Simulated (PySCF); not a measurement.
Working out the ionisation energy of Pt

Pt [Xe] 4f14 5d9 6s1 (3D) → Pt⁺ [Xe] 4f14 5d9 (2D). All numbers are calculated (PySCF 2.14, a scalar-relativistic core potential, in aug-cc-pVTZ-PP with one added diffuse shell each of s, p, d, f, g type with ECP60MDF (7s7p6d4f3g, 113 functions)). Frozen: 5s2 5p6. Energies in hartree (1 hartree = 27.21139 eV):

```
             part   Pt (lower)  Pt⁺ (upper)
              UHF  -118.515919  -118.237784
MP2 opposite-spin    -0.212217    -0.180609
    MP2 same-spin    -0.114186    -0.092484
```

Question: What does Hartree-Fock give?

Answer: (-118.237784) − (-118.515919) = 0.278135 hartree = 7.568 eV.

Question: What do MP2 and SCS-MP2 (6/5 opposite-spin, 1/3 same-spin) give?

Answer: The opposite-spin parts differ by 0.860 eV and the same-spin parts by 0.591 eV. MP2: 7.568 + (0.860) + (0.591) = 9.019 eV. SCS-MP2: 7.568 + 1.2 × (0.860) + (0.591)/3 = 8.797 eV.

Reference: 8.959 eV (measured; NIST Atomic Spectra Database, ionization energies), between the lowest levels; spin-orbit coupling is absent from the calculation.

What remains against the reference includes basis incompleteness, the frozen core and correlation beyond second order.
